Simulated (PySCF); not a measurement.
Work out the structure from these simulated measurements.

Elements present: C, Ga, H and N. Monoisotopic mass: 96.9443 u.

| Item | Value |
| --- | --- |
| Dipole | 3.86 D [CAM-B3LYP/def2-SVPD] |
| UV, first state | lowest singlet excitation: 5.12 eV (242 nm, f = 0.000) [TDDFT CAM-B3LYP/def2-SVPD] |
| Triplet | lowest triplet excitation (Tamm–Dancoff): 4.73 eV [TDA CAM-B3LYP/def2-SVPD] |
| UV, strongest line | among the 15 lowest singlet transitions: S15 at 9.49 eV (131 nm, f = 0.333) [TDDFT CAM-B3LYP/def2-SVPD] |
| Rotational structure | rotational constants A, B, C: 128.598, 3.667, 3.566 GHz [PBE0-D3(BJ)/def2-SVP] |
| 1H NMR | chemical shifts (computed TMS as zero) by class: 5.78 (2 H) ppm [GIAO B3LYP/pcSseg-1 (pcSseg-2 on Ga)] |
| XPS | C1s 291.7, N1s 405.3 eV [ΔSCF SCAN, pcX-2 on the ionised atom, pcseg-1 elsewhere, spin-free X2C] |
| 13C NMR | chemical shifts (computed TMS as zero) by class: 129.7 (1 C) ppm [GIAO B3LYP/pcSseg-1 (pcSseg-2 on Ga)] |
| Couplings | largest of the computed one-bond spin–spin couplings (means over like bonds): 15N–13C -4.4 Hz [PBE/pcJ-1 (pcSseg-1 on Ga)] |

The electronic properties come from PySCF, for the isolated species, density fitting. Levels stand in brackets. Geometry: PBE0-D3(BJ)/def2-SVP; no solvent, vibrations or thermal averaging. Relativistic effects, spin–orbit coupling among them, are left out (core-ionisation runs apart) although an element past zinc is present. NMR values are class means; diastereotopic atoms form classes of their own.

Problem. Which formula fits the mass and the elements?

Solution. CH2GaN (calculated 96.9443). No other formula that holds each of these elements comes within 0.0003 u with a fitting electron parity and a possible valence count.

Problem. Give a SMILES that accounts for the data.

Solution. The one carbon: carbon bonded to Ga and N (129.7 ppm). All hydrogens form one class (5.78 ppm): hydrogen on gallium. The couplings run between: -4.4 Hz, nitrogen bonded to C and carbon bonded to Ga and N. The core levels belong to: C1s 291.7 eV, carbon bonded to Ga and N; N1s 405.3 eV, nitrogen bonded to C. No core level of Ga was computed. The hole state at 291.7 eV has ⟨S²⟩ = 0.83 against 0.75, so that value is less sure. The hole state at 405.3 eV has ⟨S²⟩ = 0.83 against 0.75, so that value is less sure. The optimised geometry has point group C2v and is an asymmetric top. Structure: GaH2(CN), `N#[C][GaH2]`. The assignments are read from this structure; whether some other isomer fits the data as well wasn't checked. NMR values of atoms bound to Ga lack the spin–orbit term that these neighbours bring.
